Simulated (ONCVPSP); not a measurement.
## iron (Fe): excitation energies, all-electron against ONCV

iron (Fe), optimised norm-conserving Vanderbilt (ONCV), made with ONCVPSP 4.0.1 (Wu-Cohen, non-relativistic). Core [Ar], reference 3d6 4s2. Waves: 4s: rc 2.30 bohr, ncon 4, nbas 7, qcut 3.4 1/bohr, 2 projectors, debl 0.9 Ha; p scattering state at 0.33 Ha: rc 2.20 bohr, ncon 4, nbas 7, qcut 3.5 1/bohr, 2 projectors, debl 0.9 Ha; 3d: rc 1.00 bohr, ncon 4, nbas 9, qcut 14.6 1/bohr, local. Local part: the d channel. Core correction: Teter function, fcfact 5.75, rcfact 1.65.

In the p channel the program set the typed energies aside and used 0.050, 0.950 Ha.

Energies are relative to the spin-unpolarised reference configuration 3d6 4s2; without spin polarisation the order of configurations can differ from experiment.

**Question.** Give the all-electron excitation energy and the error of the potential for: 3d6 4s1; 3d6 4s0; 3d5 4s0; 3d7 4s1.

**Answer.**

```json
{"valence configuration": "3d6 4s1", "charge": "+1", "ΔE all-electron (eV)": "8.629", "error AE − PS (meV)": "-18"}
{"valence configuration": "3d6 4s0", "charge": "+2", "ΔE all-electron (eV)": "24.502", "error AE − PS (meV)": "-397"}
{"valence configuration": "3d5 4s0", "charge": "+3", "ΔE all-electron (eV)": "58.937", "error AE − PS (meV)": "-879"}
{"valence configuration": "3d7 4s1", "charge": "0", "ΔE all-electron (eV)": "-1.099", "error AE − PS (meV)": "-141"}
```

Note: ghosts flagged at negative energy: s at -375.6 eV, p at -77.4 eV; GHOST(+) flagged for s at 71.3 eV. A true bound ghost makes a file unfit for plane-wave use.
